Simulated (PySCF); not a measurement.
**Atomic charges against the basis set**

Compound: C2H9BGeO2.
Atom-mapped SMILES: `[CH3:1][O:2][B:3]([GeH3:4])[O:5][CH3:6]` (hydrogens: H7, H8, H9 on C1; H10, H11, H12 on Ge4; H13, H14, H15 on C6)

PBE0 throughout (PySCF), one geometry, spherical d and f functions. One conformer (not necessarily the lowest) at the PBE0-D3(BJ)/def2-SVP geometry, without solvent, vibrations or thermal averaging. The calculation is non-relativistic, for germanium too. Atoms taken as equivalent share a column and are averaged.

Mulliken charges (e):

```
    basis  functions   C1/C6   O2/O5      B3     Ge4  H7 (×6)  H10/H11/H12
   STO-3G         52  -0.126  -0.250  +0.251  +0.207   +0.090       -0.083
    6-31G         90  -0.238  -0.552  +0.550  +0.110   +0.183       -0.060
   6-31G*        120  -0.285  -0.421  +0.536  -0.321   +0.183       +0.032
  cc-pVDZ        142  +0.065  -0.195  +0.077  -0.006   +0.053       -0.043
 def2-SVP        147  +0.120  -0.257  +0.098  +0.038   +0.051       -0.056
def2-TZVP        257  -0.207  -0.231  +0.225  -0.117   +0.129       -0.002
```

IAO charges (e):

| basis | functions | C1/C6 | O2/O5 | B3 | Ge4 | H7 (×6) | H10/H11/H12 |
| --- | --- | --- | --- | --- | --- | --- | --- |
| STO-3G | 52 | -0.248 | -0.243 | +0.079 | +0.486 | +0.134 | -0.129 |
| 6-31G | 90 | -0.234 | -0.364 | +0.258 | +0.198 | +0.154 | -0.061 |
| 6-31G* | 120 | -0.195 | -0.382 | +0.304 | +0.196 | +0.142 | -0.065 |
| cc-pVDZ | 142 | -0.193 | -0.377 | +0.284 | +0.230 | +0.141 | -0.075 |
| def2-SVP | 147 | -0.184 | -0.374 | +0.282 | +0.237 | +0.138 | -0.078 |
| def2-TZVP | 257 | -0.201 | -0.392 | +0.301 | +0.244 | +0.146 | -0.078 |

Hirshfeld charges (e):

```csv
basis,functions,C1/C6,O2/O5,B3,Ge4,H7 (×6),H10/H11/H12
STO-3G,52,+0.049,-0.145,+0.114,+0.157,+0.021,-0.069
6-31G,90,-0.007,-0.177,+0.140,+0.183,+0.046,-0.077
6-31G*,120,-0.010,-0.167,+0.154,+0.146,+0.043,-0.069
cc-pVDZ,142,-0.025,-0.153,+0.145,+0.184,+0.043,-0.077
def2-SVP,147,-0.026,-0.161,+0.153,+0.184,+0.045,-0.077
def2-TZVP,257,-0.032,-0.175,+0.171,+0.192,+0.046,-0.075
```

Question: Which scheme is steadiest as the basis changes?

Answer: Largest range over the bases for any column: Hirshfeld 0.08 e, IAO 0.29 e, Mulliken 0.53 e. Hirshfeld charges move least and Mulliken charges most, counted in e. Without the minimal STO-3G basis the ranges are Hirshfeld 0.05, IAO 0.05, Mulliken 0.47 e.

Question: How much do the charges still move between the two largest bases, def2-SVP and def2-TZVP?

Answer: At most, over all atoms: Mulliken 0.336 e, IAO 0.020 e, Hirshfeld 0.019 e.

Question: What do the same runs give for the total energy, the frontier levels and the dipole moment?

Answer: 
```tsv
basis	energy (Eh)	HOMO (eV)	LUMO (eV)	μ (D)
STO-3G	-2306.2720	-4.84	4.43	1.85
6-31G	-2332.9913	-7.79	0.38	2.49
6-31G*	-2333.1444	-7.74	0.45	2.28
cc-pVDZ	-2333.4162	-7.79	0.28	2.28
def2-SVP	-2332.9883	-7.83	0.23	2.32
def2-TZVP	-2333.5377	-7.91	0.06	2.16
```

The dipole is fixed by the density alone, so its range of 0.64 D shows that the density itself changes with the basis, not only its division among atoms.
